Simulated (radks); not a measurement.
Pt0.2+, configuration [Xe] 4f14 5d9 6s(up 0.8, down 0) (fractional occupations, a model configuration).

All-electron calculation, scalar-relativistic Kohn-Sham, LDA (Slater exchange, Perdew-Wang correlation), spin-polarised, spherical densities, point nucleus; open shells are filled with parallel spins first (spin-orbit coupling, left out, can overturn this in heavy ions). Program: a radial shooting solver on a logarithmic mesh with Libxc functionals.

Energy parts (eV):
total: -500776.61
kinetic: 558505.59
electron-nucleus: -1244688.54
Hartree: 194764.32
exchange-correlation: -9357.98

Orbitals (lengths in bohr, moments of r in powers of bohr; <r^-3> diverges for s and p1/2; r(max) is where P^2 peaks):
orbital  occ.  eigenvalue (eV)  <r^-3>   r(max)      <r^2>      <r>
1s up       1        -78377.17       -  0.01062  0.0004064  0.01715
1s down     1        -78377.16       -  0.01062  0.0004064  0.01715
2s up       1        -13771.31       -  0.06125   0.006206  0.07238
2s down     1        -13771.25       -  0.06125   0.006206  0.07238
2p up       3        -11938.57   24230  0.05060   0.005204  0.06525
2p down     3        -11938.51   24230  0.05060   0.005204  0.06525
3s up       1        -3235.588       -   0.1727    0.04009   0.1872
3s down     1        -3235.551       -   0.1727    0.04009   0.1872
3p up       3        -2702.009    5512   0.1718    0.04110   0.1883
3p down     3        -2701.970    5512   0.1718    0.04110   0.1883
3d up       5        -2122.736   689.9   0.1398    0.03403   0.1705
3d down     5        -2122.684   689.9   0.1398    0.03403   0.1705
4s up       1        -695.8381       -   0.3899     0.1947   0.4153
4s down     1        -695.7650       -   0.3899     0.1947   0.4153
4p up       3        -520.8159    1320   0.4101     0.2223   0.4422
4p down     3        -520.7409    1320   0.4102     0.2223   0.4422
4d up       5        -308.3284   143.8   0.4182     0.2538   0.4685
4d down     5        -308.2400   143.8   0.4182     0.2537   0.4684
5s up       1        -103.9366       -   0.8681      1.017   0.9518
5s down     1        -103.4962       -   0.8676      1.015   0.9508
4f up       7         -72.0714   27.15   0.3843     0.3251   0.5164
4f down     7         -71.9482   27.18   0.3843     0.3244   0.5160
5p up       3         -58.0818   217.6   0.9770      1.383    1.105
5p down     3         -57.5354   218.6   0.9761      1.378    1.103
5d up       5          -8.2498   11.54    1.265      3.458    1.690
6s up     0.8          -7.6801       -    2.355      9.163    2.831
5d down     4          -7.5080   11.65    1.261      3.463    1.689
6s down     0          -6.9221       -    2.364      9.508    2.877

The highest occupied level is 5d down at -7.508 eV. The density falls to 0.001 e/bohr^3 at r = 4.25 bohr.
